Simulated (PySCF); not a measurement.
**Fine-structure interval along the 5-electron series**

Calculated with PySCF 2.14 and a two-component X2C-1e Hamiltonian (Gaussian nucleus, no Breit or QED terms), each ion in its own even-tempered basis scaled to its charge; GMP2 freezes nothing and drops the highest virtual spinors. Values in cm⁻¹.

```tsv
ion	configuration	GHF (screened spin-orbit)	GMP2 (screened spin-orbit)	GHF (bare spin-orbit)
Ta⁶⁸⁺	[He] 2s2 2p1	11197000	11179000	11549000
W⁶⁹⁺	[He] 2s2 2p1	11912000	11893000	12282000
Re⁷⁰⁺	[He] 2s2 2p1	12664000	12644000	13053000
```

Between Z = 73 and Z = 75 the GHF (bare spin-orbit) value grows as Z to the power 4.53.
